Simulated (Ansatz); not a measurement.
Computed with Ansatz on PBE0-D4/def2-TZVP structures; ΔE is electronic, products minus reactants. CCSD(T)/CBS adds triple-zeta CCSD(T) − MP2 to the extrapolated MP2 energy (def2 sets, frozen cores). This one scheme is used for every species. Functionals use def2-TZVPP. For Zn outer-core shells are correlated without core-valence functions, which leaves a few kJ/mol of doubt a bond. Scalar relativity is left out up to krypton. One conformer a species, not always the lowest.

`[CH3][Zn][NH2]` + `CB(N)O` → `CNB(C)O` + `[NH2][ZnH]`  (substitution at a C–Zn bond)

`[CH3][Zn][NH2]`:

Cartesian coordinates in Å:
```
C 1.460 0.614 -0.377
Zn -0.281 -0.087 0.062
N -1.976 -0.643 0.434
H 1.589 0.675 -1.460
H 2.253 -0.020 0.024
H 1.587 1.619 0.032
H -2.253 -0.768 1.396
H -2.379 -1.391 -0.111
```

`CB(N)O`:

Cartesian coordinates in Å:
```
C -0.826 0.825 -0.292
B 0.363 -0.126 0.125
N 0.241 -1.524 0.103
O 1.581 0.375 0.533
H -0.536 1.468 -1.130
H -1.728 0.287 -0.590
H -1.100 1.492 0.532
H 0.997 -2.132 0.367
H -0.597 -1.997 -0.176
H 1.606 1.332 0.529
```

`CNB(C)O`:

Z-matrix (Å, degrees):
```
C
N 1 1.440
H 1 1.095 2 112.1
H 1 1.095 2 112.1 3 121.7
H 1 1.092 2 110.7 3 -119.1
B 2 1.411 1 128.9 3 119.4
H 2 1.006 1 114.0 3 -60.7
O 6 1.377 2 122.5 1 -0.1
C 6 1.574 2 120.7 1 179.9
H 8 0.959 6 114.4 2 0.1
H 9 1.094 6 110.5 2 122.7
H 9 1.093 6 113.7 2 1.2
H 9 1.094 6 110.4 2 -120.1
```

`[NH2][ZnH]`:

Cartesian coordinates in Å:
```
N 0.723 0.160 -0.386
Zn -0.919 0.008 0.376
H 0.976 -0.435 -1.161
H 1.537 0.297 0.195
H -2.318 -0.031 0.975
```

Task: Is it downhill or uphill in electronic energy at CCSD(T)/CBS, and by how much? (Best estimate.)

Result: Ansatz gave: Uphill: ΔE = +71.6 kJ/mol.

Task: What do these levels give: ωB97X-V, ωB97M-V, SCS-MP2/def2-TZVPP, CCSD(T)/def2-TZVPP, MP2/def2-QZVPP, HF/CBS(def2)? (Best estimate.)

Result: Ansatz gave: ωB97X-V 63.0, ωB97M-V 66.5, SCS-MP2/def2-TZVPP 69.3, CCSD(T)/def2-TZVPP 67.1, MP2/def2-QZVPP 78.1, HF/CBS(def2) 57.0 kJ/mol.

Largest T1 diagnostic among the species: 0.016.

The D4 term adds −3.9 kJ/mol with B3LYP and −2.2 kJ/mol with PBE0; it sums over pairs of atoms, weighted by their polarisabilities, and B3LYP, whose exchange is more repulsive, gets the larger term. In def2-TZVPP, CCSD(T) changes the Hartree–Fock value by +10.7 kJ/mol (the triples alone add +0.9 kJ/mol) and MP2 by +19.0 kJ/mol.

B3LYP here is the variant with VWN-RPA as its local correlation; programs differ in this.
